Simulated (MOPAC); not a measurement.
MOPAC input (PM7):

```
PM7 PRECISE GNORM=0.05 LET XYZ GEO-OK AUX(PRECISION=9) THREADS=1
C4H5FO

O     2.54337900 1   -0.20297200 1   -0.22127000 1
C     1.48526200 1   -0.19671800 1    0.35406600 1
C     0.22251500 1    0.30545100 1   -0.21721700 1
C    -0.80071800 1    0.97960800 1    0.70474400 1
C    -1.07115200 1   -0.36433900 1    0.17244000 1
F    -2.01079400 1   -0.49614300 1   -0.81379400 1
H     1.40286700 1   -0.58506400 1    1.39420100 1
H     0.27990600 1    0.67478800 1   -1.23219900 1
H    -1.34242300 1    1.80856600 1    0.27250200 1
H    -0.55526500 1    1.07743000 1    1.75418300 1
H    -1.05041200 1   -1.23066400 1    0.82142700 1
```

Output:

```
 *******************************************************************************
 **                                                                           **
 **                              MOPAC v23.2.5                                **
 **                                                                           **
 *******************************************************************************
 ** MOPAC's Digital Object Identifier: https://doi.org/10.5281/zenodo.6511958 **
 **                                                                           **
 ** Please cite the open-source release paper for use of this MOPAC version:  **
 ** J. E. Moussa and J. J. P. Stewart (2026)                                  **
 ** MOPAC: An open-source semiempirical molecular orbital program             **
 ** J. Open Source Softw., 11(119), 8025, https://doi.org/10.21105/joss.08025 **
 *******************************************************************************

                              PM7 CALCULATION RESULTS

 *******************************************************************************
 *  PM7        - The PM7 Hamiltonian to be used
 *  GEO-OK     - OVERRIDE INTERATOMIC DISTANCE AND OTHER SAFETY CHECKS
 *  LET        - OVERRIDE SOME SAFETY CHECKS
 *  PRECISE    - TIGHTER CRITERIA TO BE USED
 *  XYZ        - CARTESIAN COORDINATE SYSTEM TO BE USED
 *  GNORM      - EXIT WHEN GRADIENT NORM DROPS BELOW 0.050
 *  AUX        - OUTPUT AUXILIARY INFORMATION
 *******************************************************************************
PM7 PRECISE GNORM=0.05 LET XYZ GEO-OK AUX(PRECISION=9) THREADS=1
 C4H5FO

   ATOM   CHEMICAL          X               Y               Z
  NUMBER   SYMBOL      (ANGSTROMS)     (ANGSTROMS)     (ANGSTROMS)

     1       O          2.54337900  *  -0.20297200  *  -0.22127000  *
     2       C          1.48526200  *  -0.19671800  *   0.35406600  *
     3       C          0.22251500  *   0.30545100  *  -0.21721700  *
     4       C         -0.80071800  *   0.97960800  *   0.70474400  *
     5       C         -1.07115200  *  -0.36433900  *   0.17244000  *
     6       F         -2.01079400  *  -0.49614300  *  -0.81379400  *
     7       H          1.40286700  *  -0.58506400  *   1.39420100  *
     8       H          0.27990600  *   0.67478800  *  -1.23219900  *
     9       H         -1.34242300  *   1.80856600  *   0.27250200  *
    10       H         -0.55526500  *   1.07743000  *   1.75418300  *
    11       H         -1.05041200  *  -1.23066400  *   0.82142700  *

          CARTESIAN COORDINATES

    NO.       ATOM           X           Y           Z

     1         O          2.5434     -0.2030     -0.2213
     2         C          1.4853     -0.1967      0.3541
     3         C          0.2225      0.3055     -0.2172
     4         C         -0.8007      0.9796      0.7047
     5         C         -1.0712     -0.3643      0.1724
     6         F         -2.0108     -0.4961     -0.8138
     7         H          1.4029     -0.5851      1.3942
     8         H          0.2799      0.6748     -1.2322
     9         H         -1.3424      1.8086      0.2725
    10         H         -0.5553      1.0774      1.7542
    11         H         -1.0504     -1.2307      0.8214

 General Reference for PM7:
 "Optimization of Parameters for Semiempirical Methods VI: More Modifications to the
 NDDO Approximations and Re-optimization of Parameters", J. J. P. Stewart, J. Mol. Mod., 1:32, 19 (2013)
 https://link.springer.com/article/10.1007/s00894-012-1667-x

           Empirical Formula: C4 H5 O F  =    11 atoms

      MOLECULAR POINT GROUP   :   C1

      RHF CALCULATION, NO. OF DOUBLY OCCUPIED LEVELS = 17

          Geometry optimization using EF

          DIAGONAL MATRIX USED AS START HESSIAN

 CYCLE:     1  GRAD.:    72.976 HEAT: -54.29175
 CYCLE:     2  GRAD.:   571.435 HEAT: -21.50891
 CYCLE:     3  GRAD.:   154.218 HEAT: -46.88948
 CYCLE:     4  GRAD.:   199.619 HEAT: -48.22396
 CYCLE:     5  GRAD.:   332.836 HEAT: -31.10937
 CYCLE:     6  GRAD.:   256.054 HEAT: -41.79772
 CYCLE:     7  GRAD.:   274.187 HEAT: -41.84183
 CYCLE:     8  GRAD.:   202.599 HEAT: -45.90512
 CYCLE:     9  GRAD.:   166.707 HEAT: -47.52758
 CYCLE:    10  GRAD.:   171.200 HEAT: -47.16174
 CYCLE:    11  GRAD.:   145.554 HEAT: -49.06348
 CYCLE:    12  GRAD.:   128.111 HEAT: -50.60183
 CYCLE:    13  GRAD.:   105.019 HEAT: -53.52712
 CYCLE:    14  GRAD.:    94.547 HEAT: -53.44212
 CYCLE:    15  GRAD.:   151.504 HEAT: -51.07941
 CYCLE:    16  GRAD.:    59.995 HEAT: -55.52440
 CYCLE:    17  GRAD.:    79.366 HEAT: -54.71228
 CYCLE:    18  GRAD.:    17.720 HEAT: -56.95029
 CYCLE:    19  GRAD.:    40.805 HEAT: -56.39815
 CYCLE:    20  GRAD.:    18.667 HEAT: -56.96500
 CYCLE:    21  GRAD.:    44.102 HEAT: -56.08811
 CYCLE:    22  GRAD.:     3.121 HEAT: -57.11254
 CYCLE:    23  GRAD.:     3.156 HEAT: -57.11111
 CYCLE:    24  GRAD.:     1.111 HEAT: -57.11607
 CYCLE:    25  GRAD.:     1.150 HEAT: -57.11642
 CYCLE:    26  GRAD.:     0.317 HEAT: -57.11709
 CYCLE:    27  GRAD.:     0.510 HEAT: -57.11754
 CYCLE:    28  GRAD.:     0.726 HEAT: -57.11790
 CYCLE:    29  GRAD.:     0.189 HEAT: -57.11809
 CYCLE:    30  GRAD.:     0.051 HEAT: -57.11810
 CYCLE:    31  GRAD.:     0.043 HEAT: -57.11811

     GRADIENT =  0.04298 IS LESS THAN CUTOFF =  0.05000

 -------------------------------------------------------------------------------
 PM7 PRECISE GNORM=0.05 LET XYZ GEO-OK AUX(PRECISION=9) THREADS=1
 C4H5FO

     GEOMETRY OPTIMISED USING EIGENVECTOR FOLLOWING (EF).
     SCF FIELD WAS ACHIEVED

                              PM7 CALCULATION
                                                       MOPAC v23.2.5 Linux

          FINAL HEAT OF FORMATION =        -57.11811 KCAL/MOL =    -238.98217 KJ/MOL

          COSMO AREA              =        119.97 SQUARE ANGSTROMS
          COSMO VOLUME            =        106.42 CUBIC ANGSTROMS

          GRADIENT NORM           =          0.04298          =       0.01296 PER ATOM
          IONIZATION POTENTIAL    =         10.521037 EV
          HOMO LUMO ENERGIES (EV) =        -10.521  0.117
          NO. OF FILLED LEVELS    =         17
          MOLECULAR WEIGHT        =         88.0813         POINT GROUP:  C1

          MOLECULAR DIMENSIONS (Angstroms)

            Atom       Atom       Distance
            F     6    O     1     4.56379
            H     9    H    11     3.17810
            H    10    H     8     3.11440

          SCF CALCULATIONS        =         32

   ATOM   CHEMICAL          X               Y               Z
  NUMBER   SYMBOL      (ANGSTROMS)     (ANGSTROMS)     (ANGSTROMS)

     1       O          2.52111981  *  -0.18698077  *  -0.24265098  *
     2       C          1.49025206  *  -0.20653221  *   0.38056462  *
     3       C          0.21749480  *   0.29457870  *  -0.20994809  *
     4       C         -0.79222912  *   0.98525819  *   0.68974595  *
     5       C         -1.08544541  *  -0.39468827  *   0.16508413  *
     6       F         -1.99747124  *  -0.48331575  *  -0.81068606  *
     7       H          1.45792316  *  -0.59295756  *   1.40743220  *
     8       H          0.34728876  *   0.67093440  *  -1.23702284  *
     9       H         -1.33350079  *   1.85149437  *   0.30783045  *
    10       H         -0.57863805  *   1.13114974  *   1.74574844  *
    11       H         -1.10741492  *  -1.27829353  *   0.81841816  *

                             CARTESIAN COORDINATES

   1    O        2.521119809    -0.186980772    -0.242650982
   2    C        1.490252057    -0.206532212     0.380564618
   3    C        0.217494799     0.294578697    -0.209948092
   4    C       -0.792229124     0.985258185     0.689745951
   5    C       -1.085445406    -0.394688268     0.165084125
   6    F       -1.997471243    -0.483315755    -0.810686064
   7    H        1.457923161    -0.592957561     1.407432202
   8    H        0.347288760     0.670934403    -1.237022841
   9    H       -1.333500794     1.851494366     0.307830452
  10    H       -0.578638045     1.131149737     1.745748442
  11    H       -1.107414924    -1.278293531     0.818418159

           Empirical Formula: C4 H5 O F  =    11 atoms

      MOLECULAR POINT GROUP   :   C1

                  EIGENVALUES
 -41.25175 -31.65630 -30.84012 -23.78830 -21.78028 -20.70034 -18.01096 -17.72404
 -16.86648 -15.88972 -15.08493 -14.71657 -14.26648 -13.74520 -12.35732 -11.98930
 -10.52104   0.11668   1.72310   2.52680   3.01415   3.22258   3.41492   4.39440
   4.59072   4.85489   5.00961   5.57380   5.60505

              NET ATOMIC CHARGES AND DIPOLE CONTRIBUTIONS

  ATOM NO.   TYPE          CHARGE      No. of ELECS.   s-Pop       p-Pop
    1          O          -0.407797        6.4078     1.87858     4.52922
    2          C           0.348678        3.6513     1.13498     2.51634
    3          C          -0.329775        4.3298     1.07238     3.25740
    4          C          -0.337408        4.3374     1.05859     3.27882
    5          C           0.067299        3.9327     1.08808     2.84462
    6          F          -0.170323        7.1703     1.96807     5.20225
    7          H           0.109255        0.8907     0.89075
    8          H           0.203061        0.7969     0.79694
    9          H           0.182290        0.8177     0.81771
   10          H           0.169220        0.8308     0.83078
   11          H           0.165500        0.8345     0.83450
 DIPOLE           X         Y         Z       TOTAL
 POINT-CHG.    -1.634     0.092     2.915     3.343
 HYBRID        -0.019     0.176    -0.428     0.463
 SUM           -1.653     0.268     2.487     2.998

          ATOMIC ORBITAL ELECTRON POPULATIONS

     Atom    s        px        py        pz
    1  O   1.87858   1.40376   1.44245   1.68300
    2  C   1.13498   0.84879   0.72953   0.93801
    3  C   1.07238   0.98060   1.13898   1.13781
    4  C   1.05859   1.10105   1.06124   1.11653
    5  C   1.08808   0.89500   1.00946   0.94016
    6  F   1.96807   1.63060   1.98265   1.58901
    7  H   0.89075
    8  H   0.79694
    9  H   0.81771
   10  H   0.83078
   11  H   0.83450

 **********************
 *                    *
 * JOB ENDED NORMALLY *
 *                    *
 **********************

 == MOPAC DONE ==
```

The geometry given is a B3LYP-D3(BJ)/def2-TZVP minimum.
